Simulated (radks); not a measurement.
Isoelectronic series with 14 electrons, each ion in its NIST ground configuration. All-electron calculation, scalar-relativistic Kohn-Sham, PBE, spin-polarised, spherical densities, finite nucleus; open shells are filled with parallel spins first (spin-orbit coupling, left out, can overturn this in heavy ions); Fermi nuclear charge, rms radius of each element as measured or else 0.836 A^(1/3) + 0.57 fm. Program: a radial shooting solver on a logarithmic mesh with Libxc functionals. Total energies (hartree) and mean radii <r> (bohr):

| ion | configuration | E (hartree) | 3p up | 3s down | 3s up |
|---|---|---|---|---|---|
| Si | [Ne] 3s2 3p2 | -289.86592 | 2.746 | 2.163 | 2.163 |
| Ti8+ | [Ne] 3s2 3p2 | -830.78869 | 0.9127 | 0.8999 | 0.8964 |
| Zn16+ | [Ne] 3s2 3p2 | -1665.17659 | 0.5677 | 0.5777 | 0.5761 |
| Sr24+ | [Ne] 3s2 3p2 | -2800.81282 | 0.4127 | 0.4247 | 0.4238 |
| Pd32+ | [Ne] 3s2 3p2 | -4249.10016 | 0.3237 | 0.3344 | 0.3338 |
| Xe40+ | [Ne] 3s2 3p2 | -6025.38343 | 0.2656 | 0.2744 | 0.2740 |
| Sm48+ | [Ne] 3s2 3p2 | -8149.7835 | 0.2246 | 0.2313 | 0.2310 |
| Yb56+ | [Ne] 3s2 3p2 | -10648.5474 | 0.1940 | 0.1986 | 0.1984 |
| Pt64+ | [Ne] 3s2 3p2 | -13556.1014 | 0.1702 | 0.1728 | 0.1726 |
